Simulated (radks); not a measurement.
Species: the cadmium ion Cd+. Configuration: [Kr] 4d10 5s1 (the NIST ground configuration). Method: scalar-relativistic Kohn-Sham, r2SCAN, spin-polarised, spherical densities, finite nucleus; open shells are filled with parallel spins first (spin-orbit coupling, left out, can overturn this in heavy ions); meta-GGA in the generalised Kohn-Sham scheme; Fermi nuclear charge, rms radius 4.6087 fm; computed with a radial shooting solver on a logarithmic mesh with Libxc functionals.

Normalised radial functions P(r) = r R(r), r in bohr:

```
   r/bohr * 4d down (the largest magnitude, 0.939, reaches the edge; | marks zero)
 0.001205                             *
 0.001607                             *
 0.002144                             *
 0.002836                             *
 0.003783                             *
 0.005046                             *
  0.00673                             *
 0.008976                             *
  0.01197                             *
  0.01584                             *
  0.02113                             *
  0.02818                             *
  0.03758                             |*
  0.05013                             | *
  0.06686                             |  *
  0.08917                             |     *
    0.118                             |        *
   0.1574                             |           *
   0.2099                             |             *
   0.2799                             |           *
   0.3734                             |   *
    0.498                     *       |
   0.6589         *                   |
   0.8788  *                          |
    1.172   *                         |
    1.563         *                   |
    2.085                 *           |
    2.781                       *     |
     3.68                           * |
    4.908                            *|
    6.546                             *
     8.73                             *
```

4d down: eigenvalue -20.738 eV, 1 radial node at r = 0.416 bohr, <r> = 1.26 bohr, 90 % of the charge inside 1.99 bohr.
